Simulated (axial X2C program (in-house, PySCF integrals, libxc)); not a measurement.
## Outer orbitals of SnO at 1.823 Å, PBE0

Computed with an axial X2C code built on PySCF integrals. Spin-free means the one-electron spin-free X2C Hamiltonian; two-component (2c) means X2C with spin–orbit coupling and atomic mean-field two-electron Coulomb and Gaunt terms, so the difference of the two also holds small scalar two-electron terms. Basis: Sn dyall-cv3z [11s12p9d4f1g], O dyall-av3z [7s6p3d2f] (cores contracted in-house); Gaussian nuclei, density fitting, unrestricted open shells. Masses: Sn 119.902 u, O 15.995 u.

The distance is close to the 2c PBE0 minimum; the highest filled and lowest empty levels are listed.

Spin-free orbitals, state M_S = 0, Λ = 0 (closed shell) (Löwdin shares):

| symmetry | occupied | ε (eV) | atomic character |
| --- | --- | --- | --- |
| σα | yes | -29.38 | 88% Sn d, 8% O s |
| δ+α | yes | -29.00 | 100% Sn d |
| δ-α | yes | -29.00 | 100% Sn d |
| π-α | yes | -28.73 | 99% Sn d |
| π+α | yes | -28.73 | 99% Sn d |
| σα | yes | -23.88 | 69% O s, 15% Sn d, 7% Sn p |
| σα | yes | -11.95 | 52% Sn s, 36% O p, 7% O s |
| π+α | yes | -7.93 | 79% O p, 16% Sn p, 3% Sn d |
| π-α | yes | -7.93 | 79% O p, 16% Sn p, 3% Sn d |
| σα | yes | -7.70 | 52% O p, 26% Sn p, 16% Sn s |
| π+α | no | -2.34 | 72% Sn p, 15% O p, 7% Sn d |
| π-α | no | -2.34 | 72% Sn p, 15% O p, 7% Sn d |
| σα | no | 0.07 | 65% Sn p, 18% Sn d, 6% O p |
| σα | no | 1.75 | 57% Sn s, 20% O s, 16% Sn p |

One partner of each degenerate Kramers or spin pair is listed.

Spinors with spin–orbit coupling (state Ω = 0):

| ω | occupied | ε (eV) | atomic character | λ mixture |
| --- | --- | --- | --- | --- |
| 1/2 | yes | -29.66 | 92% Sn d, 5% O s | 72% σ, 28% π |
| 3/2 | yes | -29.56 | 100% Sn d | 87% δ, 13% π |
| 1/2 | yes | -28.66 | 95% Sn d, 3% O s | 72% π, 28% σ |
| 5/2 | yes | -28.60 | 100% Sn d | 100% δ |
| 3/2 | yes | -28.37 | 99% Sn d | 87% π, 13% δ |
| 1/2 | yes | -23.87 | 69% O s, 15% Sn d, 7% Sn p | 100% σ |
| 1/2 | yes | -11.94 | 52% Sn s, 36% O p, 7% O s | 100% σ |
| 1/2 | yes | -7.95 | 77% O p, 18% Sn p, 3% Sn d | 97% π, 3% σ |
| 3/2 | yes | -7.92 | 80% O p, 14% Sn p, 3% Sn d | 100% π |
| 1/2 | yes | -7.70 | 53% O p, 26% Sn p, 16% Sn s | 97% σ, 3% π |
| 1/2 | no | -2.44 | 70% Sn p, 16% O p, 7% Sn d | 100% π |
| 3/2 | no | -2.23 | 73% Sn p, 14% O p, 7% Sn d | 100% π |
| 1/2 | no | 0.08 | 65% Sn p, 18% Sn d, 6% O p | 100% σ |
| 1/2 | no | 1.75 | 57% Sn s, 19% O s, 16% Sn p | 100% σ |

One partner of each degenerate Kramers or spin pair is listed.

Task: How does the gap between the highest filled and lowest empty level change from the spin-free to the 2c table?

Result: From 5.36 to 5.26 eV at PBE0, a change of -0.10 eV.

Mulliken charges and populations of the two-component result (they depend on the basis, above all on diffuse functions):

Sn 0.91 e (s 9.84 p 19.18 d 20.04 f 0.03), O -0.91 e (s 4.01 p 4.87 d 0.04).

One determinant describes the state; a PBE0 search over occupations chose it and may have missed a lower one.
